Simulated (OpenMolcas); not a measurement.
## Re5+: moving or changing the point charges

Re5+ among 6 point charges of -1.7 e arranged as a tetragonal octahedron (D4h), 2.04 Å from the ion, with the axial distance 2.448 Å.

```json
{
 "Program": "OpenMolcas 26.06",
 "Method": "SS-CASPT2, IPEA 0.25 Eh, imaginary shift 0.1 Eh (closed shells correlated: 5s 5p)",
 "Basis": "ANO-RCC-VTZP [8s7p5d3f2g1h]",
 "Scalar Hamiltonian": "DKH2, point nucleus",
 "Active space": "2 electrons in 5 orbitals (5d)",
 "State averaging": "2S+1 = 3 even, 10 roots; 2S+1 = 1 even, 15 roots",
 "Spin-orbit coupling": "state interaction with AMFI integrals over the reference wave functions"
}
```

Runs around this geometry, states (labels of D4, the rotations of D4h). Energies in cm-1 above the lowest state or level, χT in cm3 K/mol.

```tsv
R (Å)	q (e)	Axial / equatorial distance	Ground state	First state of that spin	First gap with spin-orbit (degeneracies)	χT at 300 K	First state of another spin
2.04	-1.7	1.1	3A2	3E 1610	1060 (1, 1)	0.063	1B2 9960
2.04	-1.36	1.2	3A2	3E 1760	1340 (1, 2)	0.072	1B2 9390
1.84	-1.7	1.2	3A2	3E 3730	1700 (1, 2)	0.033	1B2 9810
2.04	-1.7	1.2	3A2	3E 2400	1530 (1, 2)	0.054	1B2 9500
2.25	-1.7	1.2	3A2	3E 1380	1230 (1, 2)	0.087	1B2 9200
```

Taking the first state of the same spin as R^-n, n = -ln(1380 / 3730) / ln(2.25 / 1.84) = 4.9 between the shortest and longest distance.

Scaling the charges by -1.36 / -1.7 = 0.80 scales the first state of the same spin by 1760 / 2400 = 0.73; with fixed orbitals a first-order splitting would follow the charge.

Free-ion shares, where given, are those of the reference states; single-state CASPT2 does not remix them. Spin-orbit coupling mixes the spin-free states strongly: the lowest level takes only 51 % from its leading state, 3A2 (figures for R = 2.04, q = -1.7, ratio = 1.1; the like holds for R = 2.04, q = -1.36, ratio = 1.2, R = 1.84, q = -1.7, ratio = 1.2, R = 2.04, q = -1.7, ratio = 1.2, R = 2.25, q = -1.7, ratio = 1.2). This is an electrostatic model: the charges have no orbitals. No measured value stands beside these numbers.
